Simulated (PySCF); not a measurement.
Compound: H₇OPSi₂.
Cartesian coordinates in Å at the GFN2-xTB level; atoms count from 1:
```xyz
11
H7OPSi2 angstrom
Si    -2.0905   -0.5546    0.2600
O     -0.7551    0.3025   -0.0810
Si     0.7426    0.8964    0.0295
P      2.1877   -0.8145   -0.0303
H     -2.8816   -0.4698   -0.9640
H     -1.6907   -1.9225    0.5816
H     -2.7286    0.1084    1.3949
H      0.8845    1.5733    1.3198
H      0.8262    1.8286   -1.0949
H      2.2011   -0.9406   -1.4091
H      3.3100   -0.0046   -0.0324
```

Theory: CAM-B3LYP/def2-SVPD in PySCF (dipole) on a GFN2-xTB geometry, gas phase.

Take the most abundant isotopes and a rigid rotor. The values belong to one conformer with, in the numbering `[SiH3:1][O:2][SiH2:3][PH2:4]`, Si1–O2–Si3–P4 59°, O2–Si3–P4–H 82° and 175°.

Task: Give the principal moments of inertia and the rotational constants in GHz.

Result: Ia = 71.28, Ib = 338.22, Ic = 392.58 u·Å²; 505379 MHz·u·Å²/I gives 7090, 1494 and 1287 MHz, that is A = 7.0898, B = 1.4942, C = 1.2873 GHz.

Task: What kind of rotor is it?

Result: A near-prolate asymmetric top; Ray's κ = -0.929.

Task: What does the inertial defect say?

Result: Not planar: Δ = Ic − Ia − Ib = -16.92 u·Å². For a rigid frame Δ = −2 Σ m c², so Σ m c² = 8.46 u·Å² lies off the ab plane: 7.78 from hydrogen and 0.68 from heavier atoms. The atom farthest from that plane is 1.36 Å away.

Task: Give the other two planar moments, Paa and Pbb, and the rms extents of the mass along the axes.

Result: Paa = Σ m a² = (Ib + Ic − Ia)/2 = 329.76 and Pbb = Σ m b² = (Ia + Ic − Ib)/2 = 62.82 u·Å². With the mass M = 109.98 u, the rms extents √(P/M) along a, b and c are 1.73, 0.76, 0.28 Å.

Task: List the rotational levels J(Ka,Kc) to J = 4 (MHz).

Result: Above 0(0,0):
J = 1: 1(0,1) 2782, 1(1,1) 8377, 1(1,0) 8584
J = 2: 2(0,2) 8339, 2(1,2) 13733, 2(1,1) 14354, 2(2,1) 31141, 2(2,0) 31146
J = 3: 3(0,3) 16661, 3(1,3) 21764, 3(1,2) 23005, 3(2,2) 39485, 3(2,1) 39513, 3(3,1) 67984, 3(3,0) 67984
J = 4: 4(0,4) 27731, 4(1,4) 32465, 4(1,3) 34534, 4(2,3) 50607, 4(2,2) 50691, 4(3,2) 79121, 4(3,1) 79121, 4(4,1) 119004, 4(4,0) 119004

Task: Predict some low-J microwave lines.

Result: The dipole components are |μa| = 0.03 D, |μb| = 0.26 D, |μc| = 0.16 D. The squared components, which scale the intensities, stand as 0.01 : 1.00 : 0.39 (a : b : c). Some lines, for components of 0.1 D or more:

```
type  branch         J(Ka,Kc)    MHz  lower level (cm⁻¹)
   c       Q  2(1,2) ← 2(0,2)   5394               0.278
   c       R  2(1,1) ← 1(0,1)  11572               0.093
   b       R  3(1,3) ← 2(0,2)  13425               0.278
   c       R  3(1,2) ← 2(0,2)  14666               0.278
   b       Q  5(2,3) ← 5(1,4)  15765               1.632
   b       Q  3(2,2) ← 3(1,3)  17721               0.726
   b       R  5(1,5) ← 4(0,4)  18101               0.925
   b       R  2(2,1) ← 1(1,0)  22557               0.286
   c       R  2(2,0) ← 1(1,0)  22562               0.286
   b       Q  3(3,1) ← 3(2,2)  28498               1.317
   b       Q  5(3,3) ← 5(2,4)  28545               2.152
   c       R  5(2,4) ← 4(1,4)  32037               1.083
   c       R  3(3,1) ← 2(2,1)  36843               1.039
   c       R  5(3,3) ← 4(2,3)  42440               1.688
   c       R  4(4,1) ← 3(3,1)  51020               2.268
```

No GFN2-xTB frequencies stand behind this structure, so it isn't proved a minimum. These are rigid-rotor constants of the computed structure; measured ground-state constants (B0) also hold zero-point vibration. A rigid rotor knows nothing of internal rotation, which can split or shift real lines.

Time: 17 s. Hardware: one thread of an Arm Neoverse V1, on a shared host. This is the CAM-B3LYP/def2-SVPD job that gave the dipole, with the excitations it also computed.
